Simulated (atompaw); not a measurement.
# What one change does to a pseudopotential (nitrogen, PAW (atompaw))

```
Element                 : nitrogen (N)
Generator               : atompaw 4.2.0.5
Type                    : PAW
Functional              : PBE
Relativity              : scalar-relativistic
Frozen core             : [He]
Valence charge          : 5
Reference configuration : 2s2 2p2 (charge +1)
Partial waves           : 2s (bound): rc 1.80 bohr; 2s channel at -2.05 Ry: rc 1.80 bohr; 2p (bound): rc 1.80 bohr; 2p channel at 2.55 Ry: rc 1.80 bohr
Local potential         : vpsmatchnc scheme with l = 2 at -0.5 Ry, radius 1.60 bohr
Core correction         : smooth core density matched at 1.40 bohr
Augmentation charge     : besselshape compensation charge, radius 1.75 bohr; PAW radius 1.80 bohr; waves and projectors: custom polynom vanderbiltortho
```

Change: all radii scaled by about 1.14 (s 2.06, p 2.06 bohr); local potential vpsmatchnc scheme with l = 2 at -0.5 Ry, radius 1.84 bohr; augmentation besselshape compensation charge, radius 2.00 bohr; PAW radius 2.06 bohr; waves and projectors: custom polynom vanderbiltortho; core correction smooth core density matched at 1.60 bohr.

Cutoffs: the cutoffs (Ry, on a coarse ladder) from which the occupation-weighted sum of valence levels, in a spherical-Bessel basis at the reference potential, stays within 10 and 1 mRy of its value at 400 Ry; they do not see the model core or the augmentation charge, which bear on the density cutoff.

Task: What does the change do?

Result: The potential gets softer (21 Ry and 35 Ry → 15 Ry and 25 Ry); neither file shows a bound ghost. A larger radius leaves more room for a smooth pseudo-wave, so fewer plane waves are needed.

```csv
quantity,base,changed
"cutoff, loose",21 Ry,15 Ry
"cutoff, tight",35 Ry,25 Ry
loose cutoff by channel (10 mRy a level),"s 10 Ry, p 18 Ry","s 8 Ry, p 15 Ry"
bound ghosts,none,none
lowest overlap eigenvalue by channel,"s 0.65, p 0.88","s 0.91, p 0.85"
```

 The cutoffs see the waves, projectors and local potential, not the compensation charge or the core.
